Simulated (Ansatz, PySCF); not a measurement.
Dimer: GeH4 (SMILES [GeH4]) (first 5 atoms) with C2H6 (SMILES CC); geometry from B3LYP-D3(BJ)/def2-TZVP, rigid monomers moved along the line of their centres of mass till Ge1···C6 is 5.32 Å.
(charge 0, multiplicity 1):
```xyz
13

Ge    -0.154     0.149    -0.246
H     -0.505    -0.060    -1.728
H      0.420    -1.153     0.331
H     -1.422     0.535     0.529
H      0.886     1.270    -0.120
C      0.669     0.387     5.009
C     -0.279    -0.761     5.342
H      1.118     0.806     5.911
H      0.146     1.198     4.497
H      1.482     0.056     4.360
H      0.244    -1.570     5.855
H     -0.728    -1.180     4.439
H     -1.092    -0.429     5.990
```

Monomers are frozen at their geometry in the pair; levels with a basis set take the counterpoise correction.

Correlated levels freeze the cores. Filled d and f shells under p-block atoms count as core.

The values were computed with Ansatz (Gaussian basis) for Hartree–Fock, density functionals and correlated methods; PySCF for the dispersion terms. 

Problem. What interaction energy does PBE-D4/def2-TZVPPD give?

Solution. -0.4 kcal/mol

Ansatz is a first-principles code.
